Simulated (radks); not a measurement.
Results of a calculation; reference values are marked as such.
Ionisation ladder of palladium, from Pd to Pd21+. Each ion is in the ground configuration listed by NIST, and IE = E(next ion) - E(this ion). Level of theory: scalar-relativistic Kohn-Sham, LDA (Slater exchange, VWN5 correlation), spin-polarised, spherical densities, finite nucleus; open shells are filled with parallel spins first (spin-orbit coupling, left out, can overturn this in heavy ions); Fermi nuclear charge, rms radius 4.5318 fm (a radial shooting solver on a logarithmic mesh with Libxc functionals).

| species | configuration | IE, Delta-SCF (eV) | <r> HOMO (bohr) |
|---|---|---|---|
| Pd | [Kr] 4d10 | 9.239 | 1.59 |
| Pd+ | [Kr] 4d9 | 20.574 | 1.47 |
| Pd2+ | [Kr] 4d8 | 33.635 | 1.38 |
| Pd3+ | [Kr] 4d7 | 48.029 | 1.31 |
| Pd4+ | [Kr] 4d6 | 63.508 | 1.26 |
| Pd5+ | [Kr] 4d5 | 84.668 | 1.20 |
| Pd6+ | [Kr] 4d4 | 102.69 | 1.16 |
| Pd7+ | [Kr] 4d3 | ? | 1.12 |
| Pd8+ | [Kr] 4d2 | 141.09 | 1.09 |
| Pd9+ | [Kr] 4d1 | 161.32 | 1.06 |
| Pd10+ | [Kr] | ? | 0.934 |
| Pd11+ | [Ar] 3d10 4s2 4p5 | 263.53 | 0.920 |
| Pd12+ | [Ar] 3d10 4s2 4p4 | 286.84 | 0.906 |
| Pd13+ | [Ar] 3d10 4s2 4p3 | ? | 0.891 |
| Pd14+ | [Ar] 3d10 4s2 4p2 | 341.56 | 0.879 |
| Pd15+ | [Ar] 3d10 4s2 4p1 | 366.41 | 0.867 |
| Pd16+ | [Ar] 3d10 4s2 | 431.96 | 0.823 |
| Pd17+ | [Ar] 3d10 4s1 | 460.65 | 0.813 |
| Pd18+ | [Ar] 3d10 | ? | 0.347 |
| Pd19+ | [Ar] 3d9 | 873.92 | 0.342 |
| Pd20+ | [Ar] 3d8 | 936.49 | 0.336 |
| Pd21+ | [Ar] 3d7 | 1000.3 | 0.331 |

Estimate the withheld Delta-SCF values.

Answer. Pd7+: 121.52 eV (NIST 120); Pd10+: 240.33 eV (NIST 238.6); Pd13+: 316.72 eV (NIST 311); Pd18+: 812.70 eV (NIST 810).
